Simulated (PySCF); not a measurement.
Al(H)(F)(OMe) (CH₄AlFO), SMILES C[O][AlH][F].

Geometry: B3LYP-D3(BJ)/def2-SVP. Other conformers were not sampled.

All values below come from TDDFT-B3LYP/def2-SVPD in PySCF.

Vertical excitations.  State labels are in the subgroup Cs.

**Question.** Give excitation energies, oscillator strengths and character. (The exact figures need the calculation; the answer reports its results.)

**Answer.** 
```json
[
 {"state": "S1", "symmetry": "A\"", "energy (eV)": "6.48", "λ (nm)": "191", "f": "0.000", "main pairs": "HOMO−1→LUMO 94 %"},
 {"state": "S2", "symmetry": "A\"", "energy (eV)": "6.57", "λ (nm)": "189", "f": "0.012", "main pairs": "HOMO→LUMO+1 93 %"},
 {"state": "S3", "symmetry": "A'", "energy (eV)": "6.59", "λ (nm)": "188", "f": "0.012", "main pairs": "HOMO−1→LUMO+1 59 %, HOMO→LUMO 40 %"},
 {"state": "S4", "symmetry": "A'", "energy (eV)": "6.88", "λ (nm)": "180", "f": "0.091", "main pairs": "HOMO→LUMO 57 %, HOMO−1→LUMO+1 39 %"},
 {"state": "S5", "symmetry": "A\"", "energy (eV)": "7.83", "λ (nm)": "158", "f": "0.053", "main pairs": "HOMO−2→LUMO 79 %, HOMO→LUMO+2 17 %"},
 {"state": "S6", "symmetry": "A\"", "energy (eV)": "7.98", "λ (nm)": "155", "f": "0.076", "main pairs": "HOMO→LUMO+2 76 %, HOMO−2→LUMO 14 %"},
 {"state": "S7", "symmetry": "A'", "energy (eV)": "8.06", "λ (nm)": "154", "f": "0.024", "main pairs": "HOMO−1→LUMO+2 96 %"},
 {"state": "S8", "symmetry": "A\"", "energy (eV)": "8.16", "λ (nm)": "152", "f": "0.020", "main pairs": "HOMO→LUMO+3 87 %"},
 {"state": "S9", "symmetry": "A'", "energy (eV)": "8.29", "λ (nm)": "150", "f": "0.007", "main pairs": "HOMO−1→LUMO+3 62 %, HOMO−2→LUMO+1 34 %"},
 {"state": "S10", "symmetry": "A'", "energy (eV)": "8.43", "λ (nm)": "147", "f": "0.205", "main pairs": "HOMO−2→LUMO+1 61 %, HOMO−1→LUMO+3 34 %"},
 {"state": "T1", "symmetry": "A'", "energy (eV)": "6.07", "λ (nm)": "204", "f": "0", "main pairs": "HOMO→LUMO 96 %"},
 {"state": "T2", "symmetry": "A\"", "energy (eV)": "6.28", "λ (nm)": "198", "f": "0", "main pairs": "HOMO→LUMO+1 69 %, HOMO−1→LUMO 28 %"},
 {"state": "T3", "symmetry": "A\"", "energy (eV)": "6.38", "λ (nm)": "194", "f": "0", "main pairs": "HOMO−1→LUMO 71 %, HOMO→LUMO+1 27 %"},
 {"state": "T4", "symmetry": "A'", "energy (eV)": "6.44", "λ (nm)": "192", "f": "0", "main pairs": "HOMO−1→LUMO+1 95 %"}
]
```
Triplets are in the Tamm–Dancoff approximation, which puts them higher than full response would, so one can lie above its singlet here.
